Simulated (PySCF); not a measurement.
# Dipole moment and polarisability of `CN(C)C(=O)[C@@H]1CS1`

Compound: C₅H₉NOS.
Geometry (GFN2-xTB, Å), atoms numbered from 1 in this order:
```xyz
17
C5H9NOS angstrom
C     -1.3356    0.7532   -0.8363
N     -0.9010   -0.2147    0.1426
C     -1.9344   -0.9065    0.8787
C      0.3921   -0.5120    0.3861
O      0.7467   -1.3056    1.2376
C      1.3997    0.1977   -0.4844
C      2.8012    0.2557   -0.0116
S      1.9420    1.8338    0.0696
H     -2.3470    1.0684   -0.5862
H     -1.3457    0.3273   -1.8448
H     -0.6913    1.6320   -0.8277
H     -2.5267   -0.1982    1.4617
H     -1.4530   -1.6138    1.5512
H     -2.5907   -1.4450    0.1920
H      1.2201    0.1340   -1.5533
H      3.0127   -0.1949    0.9490
H      3.6038    0.2007   -0.7342
```

Level: PBE0/def2-SVPD (PySCF), static field, nuclei fixed, core orbitals frozen in the response. The polarisability tensor in these axes (au):

```
x   104.06   4.50   1.43
y     4.50  88.87  -7.04
z     1.43  -7.04  76.29
```

Question: Diagonalise the tensor; give its mean and Δα, where Δα² is half the sum of the squared differences of the eigenvalues.

Answer: Principal values 72.82, 91.09 and 105.30 au; mean 89.74 au = 13.30 Å³ = 14.80 × 10⁻⁴⁰ C²·m²/J; Δα = 28.20 au (31 % of the mean).

Question: What is the dipole moment, and where does it point?

Answer: (-2.01, 0.51, -2.52) D, 3.26 D in size, pointing from the negative to the positive side. Measured along this direction, the outermost atoms are H16 at the negative end and H10 at the positive end.

Question: How large is μ²/3kT at 500 K beside α?

Answer: In Gaussian units μ²/3kT = 51.44 Å³ against 13.30 Å³, a ratio of 3.87; the Debye molar polarisation (4π/3)N_A(α + μ²/3kT) is 163.3 cm³/mol, leaving out the vibrational part.

Question: Refractivity n − 1 of an ideal gas of it at 298.15 K and 1 atm, from the electronic α?

Answer: N = p/kT = 2.4615 × 10¹⁹ cm⁻³, so n − 1 = 2π × N × 13.30 × 10⁻²⁴ cm³ = 2057 × 10⁻⁶ at long wavelengths, for an ideal gas.

Question: Rayleigh depolarisation ratio (linearly polarised light, static tensor)?

Answer: ρ = 3Δα²/(45ᾱ² + 4Δα²) = 2386.1/(362381 + 3181.4) = 0.00653.

One conformer (not necessarily the lowest) at the GFN2-xTB geometry, without solvent, vibrations or thermal averaging.
